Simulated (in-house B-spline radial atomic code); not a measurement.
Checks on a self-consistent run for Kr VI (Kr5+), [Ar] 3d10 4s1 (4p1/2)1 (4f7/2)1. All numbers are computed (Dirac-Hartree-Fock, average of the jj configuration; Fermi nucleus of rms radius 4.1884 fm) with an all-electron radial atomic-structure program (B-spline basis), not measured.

```
orbital  q      ε (Eh)     <1/r>        <r²>  small-component weight
  1s1/2  2  -532.84731   36.7699  0.00231658                0.017074
  2s1/2  2   -75.16947   8.25794    0.039412                0.003418
  2p1/2  2   -67.97994   8.19238   0.0303898               0.0033861
  2p3/2  4   -65.97409   7.91046   0.0318098               0.0033031
  3s1/2  2   -14.23627   2.72448    0.318064              0.00083545
  3p1/2  2   -11.64264   2.60834    0.327467              0.00078297
  3p3/2  4   -11.31692   2.54119    0.339863              0.00076081
  3d3/2  4    -6.80198   2.30319    0.358907              0.00064514
  3d5/2  6    -6.74607   2.28684    0.362834              0.00063926
  4s1/2  1    -3.64688  0.959838     2.15121              0.00016904
  4p1/2  1    -2.99785  0.868774     2.57128              0.00014434
  4f7/2  1    -1.17082  0.415333     8.63235               3.704e-05
```

Electron-electron repulsion V_ee = 991.4463 hartree.

Task: What total energy follows from the eigenvalues?

Result: The eigenvalues count the repulsion twice, so E = Σqε - V_ee = -1788.415 - 991.446 = -2779.861 hartree; the run printed -2779.861.

Task: Does the Dirac virial theorem hold?

Result: For a point nucleus E = -2c²Σq·w, with w the small-component weight. Here Σq·w = 0.074014 and c = 137.0360, so the ratio E/(-2c²Σq·w) is 1.000016; the finite nucleus accounts for the departure from 1.

Task: What diamagnetic shielding (Lamb formula) and susceptibility (Langevin formula) do the radii give?

Result: σ = (α²/3)Σq<1/r> = 184.09/(3·137.036²) = 3267.7 ppm, and χ = -0.79199×10⁻⁶·Σq<r²> = -15.75×10⁻⁶ cm³/mol with Σq<r²> = 19.889 bohr². Both are non-relativistic formulas without the paramagnetism of open shells.
